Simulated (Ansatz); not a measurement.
A made-up structure of NaSiH$_{3}$Te, closed shell:

Na1  (-2.207, 0.198, 0.690)
Si2  (-0.359, -0.310, -0.672)
Te3  (1.085, 0.028, 1.136)
H4  (0.016, -1.661, -0.155)
H5  (0.730, 0.217, -1.623)
H6  (0.735, 1.528, 0.623)
(Å)

It is relaxed with PBE-D4/def2-SVP and then PBE0-D4/def2-TZVP (Ansatz 0.2.0). Atoms count as bonded within 1.22 times the sum of their covalent radii (H–H: 0.88 Å). The end point is not checked to be a true minimum.

(1) Does its bonding change? (A judgement: the text doesn't fix the answer.)

Answers

(1) By the calculation: No: no bond forms or breaks.

Where it ends: The first stage lowers the energy by 1.86 eV in 8 steps. It ends as NaSiH₃Te ([Na]1[SiH2][TeH]1):
Na1  (-2.071, 0.487, 0.972)
Si2  (-0.314, -0.508, -0.864)
Te3  (0.986, 0.269, 1.317)
H4  (0.051, -1.951, -0.596)
H5  (0.709, -0.179, -1.918)
H6  (0.639, 1.882, 1.089)
(Å)

Labels in which every atom is bracketed show which atoms are joined, not bond orders.

For scale, one of the runs: PBE0-D4/def2-TZVP relaxation, 137 basis functions, launched by `ansatz run in.yaml --threads 2 --pin off --events-out ev --progress --plain --max-ram 4352MiB`. Hardware: 2 CPU threads of an Arm Neoverse V2, shared host. Wall time about 33 s.
